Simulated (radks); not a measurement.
The numbers below are computed, except where a source is named.
Tc2+, configuration [Kr] 4d5.

Code: a radial shooting solver on a logarithmic mesh with Libxc functionals. Model: Dirac Kohn-Sham, SOGGA, spin-unpolarised, spherical densities, point nucleus; open shells fill j = l - 1/2 first.

Energy parts (eV):
| part | energy |
|---|---|
| total | -116543.247 |
| kinetic | 121059.402 |
| electron-nucleus | -281056.136 |
| Hartree | 46868.505 |
| exchange-correlation | -3415.018 |

Orbitals (lengths in bohr, moments of r in powers of bohr; <r^-3> diverges for s and p1/2; r(max) is where P^2 peaks; r(90%) holds 90 % of the orbital's charge):
| orbital | occ. | eigenvalue (eV) | r(90%) | r(max) | <r^-3> |
|---|---|---|---|---|---|
| 1s1/2 | 2 | -20861.35 | 0.0615 | 0.02229 | - |
| 2s1/2 | 2 | -2989.345 | 0.231 | 0.1263 | - |
| 2p1/2 | 2 | -2758.263 | 0.208 | 0.09816 | - |
| 2p3/2 | 4 | -2640.116 | 0.214 | 0.1021 | 2592 |
| 3s1/2 | 2 | -533.6303 | 0.614 | 0.3727 | - |
| 3p1/2 | 2 | -444.8180 | 0.619 | 0.3596 | - |
| 3p3/2 | 4 | -425.0560 | 0.634 | 0.3690 | 439.6 |
| 3d3/2 | 4 | -267.7902 | 0.634 | 0.3097 | 64.93 |
| 3d5/2 | 6 | -263.9907 | 0.639 | 0.3125 | 61.76 |
| 4s1/2 | 2 | -89.2644 | 1.54 | 0.9497 | - |
| 4p1/2 | 2 | -63.3247 | 1.71 | 1.007 | - |
| 4p3/2 | 4 | -60.3733 | 1.75 | 1.032 | 65.72 |
| 4d3/2 | 4 | -22.4896 | 2.54 | 1.260 | 5.422 |
| 4d5/2 | 1 | -22.1815 | 2.56 | 1.271 | 5.118 |

The highest occupied level is 4d5/2 at -22.181 eV. For comparison, the ionisation energy in NIST's Atomic Spectra Database is 29.550 eV (semi-empirical). In exact Kohn-Sham theory the highest level is minus the ionisation energy, but local and semilocal functionals leave it too shallow, through self-interaction and a potential that decays too fast; potentials with the right tail come closer. Summed over all electrons, <r^2> = 31.19 bohr^2, which gives a Langevin (diamagnetic) susceptibility term of -24.7 x 10^-6 cm^3/mol.

Beside tabulated values, note that spin-unpolarised runs miss the spin-polarisation part of the exchange energy of open shells.
